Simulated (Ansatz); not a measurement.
C2H5GeN, SMILES `C=[CH][Ge][NH2]` (lower singlet) (charge 0, multiplicity 1). This singlet lies 1.96 eV below the relaxed triplet at the level B3LYP/cc-pVTZ // PBE0-D3(BJ)/def2-TZVP (Ansatz, a first-principles code).

Calculation: HSE06/cc-pVTZ // PBE0-D3(BJ)/def2-TZVP in Ansatz.

Ansatz 0.2 input:
```yaml
crystal:
  periodic: [false, false, false]
  atoms:
    - { symbol: C, position_ang: [-1.947127, -0.097162, -0.231274] }
    - { symbol: C, position_ang: [-0.62416, -0.256059, -0.211785] }
    - { symbol: Ge, position_ang: [0.528566, 1.140066, -1.003417] }
    - { symbol: N, position_ang: [2.105771, 0.302335, -0.652712] }
    - { symbol: H, position_ang: [-2.403695, 0.786536, -0.673728] }
    - { symbol: H, position_ang: [-2.638626, -0.8251, 0.186963] }
    - { symbol: H, position_ang: [-0.219221, -1.16067, 0.245293] }
    - { symbol: H, position_ang: [2.203751, -0.590392, -0.193048] }
    - { symbol: H, position_ang: [2.994728, 0.70044, -0.908542] }
basis:
  gaussian: { orbitals: cc-pVTZ }
hamiltonian:
  xc: hse06
```

Output:

```
Functional definition: HSE06
1238 factors; their error is unknown
103 factors; integrals over basis functions are off by at most 4.4e-7 eV
mean field evaluation 1: about -60141.0069 eV, gradient 7.7e1 eV
mean field evaluation 2: about -60108.4776 eV, gradient 1.3e2 eV
mean field evaluation 4: about -60153.2596 eV, gradient 1.1e1 eV
mean field evaluation 8: about -60153.5429 eV, gradient 8.2e-2 eV
mean field evaluation 16: about -60153.7412 eV, gradient 2.0e-5 eV
mean field -60153.74119796 eV, -2210.6092153546 hartree, gradient 2.0e-5 eV, S^2 0.000000; 0 other end points of the search recorded, 0 dependent functions left out
reference -60153.74123538 eV, -2210.6092167301 hartree; 28, 28 occupied and 175, 175 virtual orbitals, 1238 factors
Total energy: -60153.74123538 eV, -2210.6092167301 hartree
```
